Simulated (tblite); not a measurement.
Question: Give a GFN2-xTB geometry of `C[C@@H]1C=CC[C@@H]1[O]` [radical]. (Doublet state.)

Answer: 
```
atom  x, y, z in Å
C1     1.7202   -0.3058    0.5730
C2     0.7614    0.2478   -0.4779
C3    -0.0606    1.3787    0.0397
C4    -1.2872    1.0173    0.3928
C5    -1.5603   -0.4230    0.1221
C6    -0.3727   -0.8625   -0.7742
O7     0.0148   -2.0955   -0.7625
H8     1.1886   -0.5202    1.4966
H9     2.5025    0.4237    0.7753
H10    2.1679   -1.2268    0.2087
H11    1.3236    0.5047   -1.3783
H12    0.3526    2.3709    0.1132
H13   -2.0377    1.6673    0.8096
H14   -1.5633   -1.0125    1.0423
H15   -2.5217   -0.5851   -0.3687
H16   -0.6358   -0.5701   -1.8232
```

Orientation and origin are arbitrary. Atoms count from 1 in this order. Of the pairs four or more bonds apart, O7···H10 is among the closest relative to their van der Waals radii: 2.52 Å, 93 % of the sum of Bondi's values. C3 (carbon bonded to 2 C and H) is planar (angles 126.0°, 120.7° and 113.3°, sum 360.0°, 0.01 Å off the plane of its three neighbours). C4 (carbon bonded to 2 C and H) is planar (angles 125.7°, 121.7° and 112.6°, sum 360.0°, 0.01 Å off the plane of its three neighbours). The 5-membered ring C2–C3–C4–C5–C6 has internal angles of 101.4° to 113.3°; it is puckered, 0.10 Å rms from its mean plane, widest ring torsion 22°.

Bonds between heavy atoms (Å): C1–C2 1.526, C2–C3 1.491, C3=C4 1.327, C4–C5 1.491, C5–C6 1.551, C6–O7 1.293, C2–C6 1.615.

The geometry is computed with GFN2-xTB (gas phase). This method treats the open shell by occupation alone, without spin polarisation.

Point group: C1 (no symmetry element, even within 0.4 Å). Its GFN2-xTB frequencies are all real (lowest 100 cm⁻¹). Torsions: C1–C2–C3–C4 -100°, C3–C4–C5–C6 -12°, C4–C5–C6–O7 152°, C1–C2–C6–C5 97°. 2 starts were optimised and ended at 0.00 and 1.99 kcal/mol (GFN2-xTB); the lowest of these is shown.

Hardware: one thread, Intel Xeon Platinum 8259CL at 2.50 GHz (x86_64) (shared host). Cost: 0.47 s. These figures are those of the optimisation.

One conformer stands for the species.
